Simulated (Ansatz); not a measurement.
`C=CS[SiH2]C` → `C=CSC` + `[SiH2]` at 298.15 K and 1 bar (silylene formation by 1,1-elimination).

Computed with Ansatz on PBE0-D4/def2-TZVP structures; ΔE is electronic, products minus reactants. CCSD(T)/CBS is the MP2 limit (def2-TZVPP, def2-QZVPP) plus CCSD(T) − MP2 in def2-TZVPP, frozen cores. This one scheme is used for every species. One conformer a species, not always the lowest.

| species | CCSD(T)/CBS energy (Eh) | H − E (kJ/mol) | S (J/(mol·K)) |
| --- | --- | --- | --- |
| `C=CS[SiH2]C` | -805.83500 | 280.9 | 372.7 |
| `C=CSC` | -515.51530 | 229.4 | 313.5 |
| `[SiH2]` | -290.19011 | 40.6 | 207.5 |

H − E and S are ideal-gas, rigid-rotor, harmonic terms from PBE0-D4/def2-TZVP, for one conformer and one mirror image of each species. 1 Eh = 2625.50 kJ/mol, R = 8.31446 J/(mol·K).

Question: By hand: ΔE, ΔH, ΔS and ΔG.

Answer: ΔE = (-515.51530) + (-290.19011) − (-805.83500) = 0.12959 Eh = 340.2 kJ/mol. Δ(H − E) = 229.4 + 40.6 − 280.9 = -10.9, so ΔH = 329.3 kJ/mol. ΔS = 313.5 + 207.5 − 372.7 = 148.3 J/(mol·K). ΔG = 329.3 − 298.15 × (148.3)/1000 = 285.1 kJ/mol.

Question: By hand: the equilibrium constant, and the temperature at which ΔG would vanish if ΔH and ΔS stayed fixed.

Answer: log₁₀ K = −ΔG/(RT ln 10) = -49.9. ΔG = 0 at ΔH/ΔS = 2220 K.

The number of gas molecules changes by +1, which sets the sign of ΔS. A doubt of 5 kJ/mol in ΔE shifts log₁₀ K by 0.9 here. Other conformers and mirror images would add mixing entropy, several J/(mol·K) or more a flexible species. Modes under 60 cm⁻¹, often nearly free rotors, make the harmonic entropy too high. These are equilibria of isolated gas molecules and say nothing of rates. Largest T1 diagnostic: 0.014 (customary marks: 0.02 for closed shells, 0.045 for open ones).
